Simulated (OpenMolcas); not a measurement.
## Levels of Re by method

| Quantity | Value |
| --- | --- |
| Program | OpenMolcas 26.06 |
| Basis | ANO-RCC-VTZP [8s7p5d3f2g1h] |
| Scalar Hamiltonian | DKH2, point nucleus |
| Active space | 7 electrons in 6 orbitals (5d 6s) |
| State averaging | 2S+1 = 6 even, 6 roots; 2S+1 = 4 even, 59 roots kept (CI in the orbitals of an earlier block); 2S+1 = 2 even, 53 roots kept (CI in the orbitals of an earlier block) |
| Spin-orbit coupling | state interaction with AMFI integrals over the reference wave functions, term energies averaged over their components |

Methods on the same reference wave functions:
A. CASSCF
B. SS-CASPT2, IPEA 0.25 Eh, imaginary shift 0.1 Eh (closed shells correlated: 5s 5p)
C. MS-CASPT2, IPEA 0.25 Eh, imaginary shift 0.1 Eh (closed shells correlated: 5s 5p)
D. XMS-CASPT2, IPEA 0.25 Eh, imaginary shift 0.1 Eh (closed shells correlated: 5s 5p)

Energies in cm⁻¹ above 5d⁵ 6s² ⁶S_5/2, the measured ground level; measured values from NIST Handbook of Basic Atomic Spectroscopic Data.

| Level | A | B | C | D | Measured |
| --- | --- | --- | --- | --- | --- |
| 5d⁵ 6s² ⁶S_5/2 | 0.0 | 0.0 | 0.0 | 0.0 | 0.0 |
| 5d⁶ 6s ⁶D_9/2 | 7713 | 14540 | 14860 | 17700 | 11755 |
| 5d⁶ 6s ⁶D_7/2 | 10405 | 17310 | 17550 | 20400 | 14217 |
| 5d⁶ 6s ⁶D_5/2 [65 %] | 11509 | 19280 | 19340 | 22110 | 15770 |
| 5d⁶ 6s ⁶D_3/2 [68 %] | 12545 | 20440 | 20430 | 23210 | 16328 |
| 5d⁵ 6s² ⁴G_5/2 [58 %] | 17634 | 17780 | 17590 | 19420 |  |
| 5d⁵ 6s² ⁴G_11/2 | 18726 | 19110 | 18950 | 20340 | 16307 |
| 5d⁵ 6s² ⁴P_1/2 [51 %] | 18805 | 18350 | 18290 | 20850 |  |
| 5d⁵ 6s² ⁴G_9/2 | 19055 | 19450 | 19150 | 20470 | 16619 |
| 5d⁵ 6s² ⁴D_7/2 [53 %] | 19329 | 19920 | 20040 | 22500 |  |
| 5d⁵ 6s² ⁴D_5/2 [55 %] | 22343 | 23510 | 23490 | 26130 |  |

Deviations, from unrounded energies. A percentage is the sum of absolute deviations over the sum of measured energies, with the sign that they share, or ± where signs differ.

```csv
Against measurement,Levels,A,B,C,D
mean absolute deviation (cm-1),6,3500,3200,3200,5500
other terms of the ground configuration (%),2,+14.7,+17.1,+15.7,+23.9
other configurations (%),4,-27.4,+23.2,+24.3,+43.7
```

B, C lie about equally close to measurement and D furthest from it. The largest miss of B in the table is 5d⁶ 6s ⁶D_3/2 [68 %], by +4100 cm-1. The ranking rests on the paired levels alone, and a cruder setting can come out closer through cancelling errors.

Among B to D the level of the table that moves most is 5d⁶ 6s ⁶D_9/2, by 3200 cm-1 (lowest in B, highest in D). Moves below CASPT2's spread within the term are not significant.

The two smallest mean deviations differ by little beside CASPT2's spread within terms, so their order carries little weight.

From A to B the spin-free energies of the other terms of 5d⁵ 6s² shown, above ⁶S, scale by factors of 1.03 to 1.10.

The lowest spin-free term lies below A's lowest term by 0.436 hartree in B, 0.436 hartree in C, 0.455 hartree in D.

CASPT2 breaks the degeneracy within a term, and the mean is taken; among the terms shown or strongly mixed into the levels shown the widest spread is 980 cm-1 (5d⁵ 6s² ⁴G, C). Over all roots computed the reference weight is 0.84 to 0.91 in D; the roots of lowest weight are the least certain, and an intruder state may touch them. Terms from blocks run as CI alone lack orbitals of their own. Configurations are named by rounded mean occupations; where the s occupation lies near a half they are strongly mixed, a name can repeat and a true partner stay unpaired. A single d shell beside an s shell can misplace configurations of different d count against each other. The CASPT2 spread within a term exceeds the gap to the next term for 5d⁵ 6s² ⁴G and 5d⁵ 6s² ⁴P, so the order of their levels is uncertain, and so are names and mixing where such terms share a J (figures for B; the like holds for C, D). Without dynamic correlation excited terms often stand tens of per cent too high (terms of higher spin than the ground term too low), and those without a measured partner can miss by more than the paired ones (holds for A). Some terms miss by over 15 % even with CASPT2, which points to a basis or an active space too small for the shells correlated (holds for B; C; D). Computed and measured levels are paired by configuration, term and J; levels that our copy of the source lacks, or whose pairing is in doubt (as where it misses far off the trend of its configuration), stay unpaired and out of the deviations. Only configurations of the active space appear. The table leaves out levels that lie high or whose names do not pair safely across all columns.

A share in square brackets marks a mixed level and gives the weight of the term that names it, the lowest over the columns.
